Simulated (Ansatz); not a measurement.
Reaction (homolysis of the Ge–Si bond): `Cl[Si](Cl)(Cl)[GeH3]` → `[GeH3]`• + `Cl[Si](Cl)Cl`•

Program: Ansatz. Geometries: PBE0-D4/def2-TZVP. ΔE: electronic, gas phase. CCSD(T)/CBS adds triple-zeta CCSD(T) − MP2 to the extrapolated MP2 energy (def2 sets, frozen cores). DFT in def2-TZVPP. No spin–orbit coupling; open shells (•) take unrestricted orbitals. For Ge outer-core shells are correlated without core-valence functions, which leaves a few kJ/mol of doubt a bond. Scalar relativity is left out up to krypton.

```
               species  PBE-QIDH energy (Eh)
`Cl[Si](Cl)(Cl)[GeH3]`           -3747.61856
             `[GeH3]`•           -2078.15180
       `Cl[Si](Cl)Cl`•           -1669.34591
```

Q: Work out ΔE.

A: ΔE = (-2078.15180) + (-1669.34591) − (-3747.61856) = 0.12085 Eh = +75.8 kcal/mol. CCSD(T)/CBS gives +79.0 kcal/mol.

Q: What do rigid-rotor, harmonic-oscillator terms from PBE0-D4/def2-TZVP frequencies (298.15 K, 1 bar) make of the CCSD(T)/CBS value? (An estimate is asked.)

A: The calculation gave: ΔZPE = -2.6 kcal/mol, ΔH = +76.9 kcal/mol, ΔS = 160 J/(mol·K), ΔG = +65.4 kcal/mol. Open shells count their whole term as degenerate.

Largest T1 diagnostic among the species: 0.012.

In def2-TZVPP, CCSD(T) changes the Hartree–Fock value by +21.9 kcal/mol (the triples alone add +1.6 kcal/mol) and MP2 by +23.5 kcal/mol; breaking electron pairs costs correlation energy, which Hartree–Fock lacks. From PBE to PBE0 (25 % exact exchange), in def2-TZVPP and without D4, ΔE moves by +1.5 kcal/mol. Leaving LDA and LC-ωPBE aside and taking each functional with its dispersion term where it has one, the values, not all of them listed here, spread over 8.1 kcal/mol, from BLYP-D4 to ωB97X-V. LDA lies +12.0 kcal/mol from PBE without D4, its usual overbinding.
